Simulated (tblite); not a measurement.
Species: C₇H₁₀ClNSi.
SMILES with atom numbers: `[CH2:1]=[CH:2][CH2:3][Si@H:4]([Cl:5])/[N:6]=[CH:7]\[C:8]#[C:9][CH3:10]` (hydrogens: H11, H12 on C1; H13 on C2; H14, H15 on C3; H16 on Si4; H17 on C7; H18, H19, H20 on C10)

Computed with GFN2-xTB (tblite), gas phase: L-BFGS steps from a force-field or distance-geometry start until the largest atomic force falls under 0.01 eV/Å.

Step 114: E = -795.5325 eV
```
atom  x, y, z in Å  |  force x, y, z in eV/Å
C1     -3.8039    1.0352   -0.7150   -0.027   0.007  -0.063
C2     -2.9166    0.8564    0.2456    0.030  -0.008   0.054
C3     -2.4808   -0.4685    0.7635   -0.022   0.005  -0.006
Si4    -0.6642   -0.8591    0.3455   -0.010  -0.018   0.000
Cl5    -0.1988   -2.6828    1.1263   -0.007   0.028   0.001
N6      0.2405    0.3081    1.2211    0.023  -0.002   0.024
C7      1.4278    0.7368    1.1728   -0.058   0.031  -0.040
C8      2.4279    0.3584    0.2537   -0.010   0.030   0.035
C9      3.2768   -0.0085   -0.5207    0.039  -0.007  -0.047
C10     4.2921   -0.4190   -1.4568   -0.003  -0.021   0.001
H11    -4.2872    0.2015   -1.1991    0.001  -0.003   0.008
H12    -4.0923    2.0138   -1.0623    0.033  -0.016   0.019
H13    -2.4428    1.7078    0.7178   -0.004  -0.011  -0.025
H14    -2.5942   -0.4731    1.8500    0.006  -0.021   0.001
H15    -3.1207   -1.2554    0.3611    0.000   0.027   0.011
H16    -0.4504   -0.9660   -1.0976    0.019  -0.002  -0.007
H17     1.7221    1.4903    1.9083    0.043  -0.049   0.006
H18     4.0931   -1.4313   -1.8082   -0.023   0.012   0.005
H19     5.2776   -0.3924   -0.9913   -0.033   0.025   0.023
H20     4.2890    0.2585   -2.3108    0.004  -0.005  -0.002
```

Step 115: E = -795.5332 eV
```
atom  x, y, z in Å  |  force x, y, z in eV/Å
C1     -3.8010    1.0427   -0.7202   -0.003  -0.004  -0.027
C2     -2.9046    0.8602    0.2322    0.002   0.001   0.019
C3     -2.4829   -0.4659    0.7576   -0.012   0.003   0.003
Si4    -0.6664   -0.8787    0.3598   -0.010  -0.029  -0.014
Cl5    -0.2274   -2.6932    1.1778   -0.009   0.033  -0.013
N6      0.2440    0.2843    1.2342   -0.024  -0.005   0.001
C7      1.4265    0.7227    1.1783   -0.003   0.013  -0.024
C8      2.4258    0.3524    0.2540   -0.005   0.039   0.020
C9      3.2775   -0.0029   -0.5229    0.044  -0.013  -0.057
C10     4.2925   -0.4021   -1.4658   -0.001  -0.015  -0.002
H11    -4.3030    0.2122   -1.1915    0.015   0.006   0.015
H12    -4.0793    2.0226   -1.0706    0.027  -0.006   0.008
H13    -2.4147    1.7096    0.6923   -0.010  -0.022  -0.031
H14    -2.6035   -0.4633    1.8435    0.001  -0.026   0.001
H15    -3.1277   -1.2486    0.3546    0.001   0.028   0.017
H16    -0.4442   -1.0077   -1.0819    0.021  -0.004   0.024
H17     1.7203    1.4723    1.9177    0.051  -0.039   0.000
H18     4.1030   -1.4161   -1.8192   -0.032   0.029   0.012
H19     5.2816   -0.3679   -1.0075   -0.052   0.032   0.029
H20     4.2785    0.2780   -2.3187   -0.001  -0.021   0.017
```

**Question.** Estimate the geometry and energy of step 116. (The exact step hangs on the optimiser's Hessian estimate; all steps are aligned on step 115, rigid shifts and turns removed.)

**Answer.** E = -795.5335 eV, largest force 0.083 eV/Å
```
atom  x, y, z in Å  |  force x, y, z in eV/Å
C1     -3.7998    1.0403   -0.7201    0.017   0.018   0.008
C2     -2.9013    0.8559    0.2300   -0.026  -0.005  -0.011
C3     -2.4790   -0.4695    0.7534   -0.031   0.002   0.011
Si4    -0.6626   -0.8751    0.3589    0.003   0.011  -0.024
Cl5    -0.2211   -2.6830    1.1748    0.008  -0.048   0.012
N6      0.2448    0.2838    1.2418    0.013   0.039  -0.024
C7      1.4248    0.7297    1.1800   -0.021  -0.037   0.011
C8      2.4229    0.3613    0.2537   -0.023   0.050   0.019
C9      3.2722    0.0009   -0.5234    0.045  -0.023  -0.066
C10     4.2851   -0.4060   -1.4649    0.006  -0.021   0.001
H11    -4.3066    0.2131   -1.1884   -0.004  -0.033  -0.011
H12    -4.0755    2.0213   -1.0671    0.015   0.015  -0.008
H13    -2.4093    1.7039    0.6866    0.016   0.018  -0.006
H14    -2.5989   -0.4681    1.8390   -0.012  -0.030   0.018
H15    -3.1221   -1.2522    0.3486   -0.002   0.018   0.020
H16    -0.4411   -0.9946   -1.0822    0.031  -0.010  -0.003
H17     1.7205    1.4725    1.9250    0.050  -0.020  -0.004
H18     4.0922   -1.4200   -1.8168   -0.038   0.034   0.019
H19     5.2737   -0.3751   -1.0059   -0.042   0.030   0.033
H20     4.2761    0.2717   -2.3193   -0.006  -0.009   0.006
```

The energy changes by -0.0004 eV. The first-order estimate −F·Δx gives -0.0012 eV and the mean of the old and new forces, exact on a quadratic surface, -0.0004 eV. The step makes an angle of 79° with the force vector and moves no atom by more than 0.013 Å.

The cost below is that of the whole relaxation. On Intel Xeon at 2.70 GHz, one thread, on a shared host, this took 3.6 s of wall time.
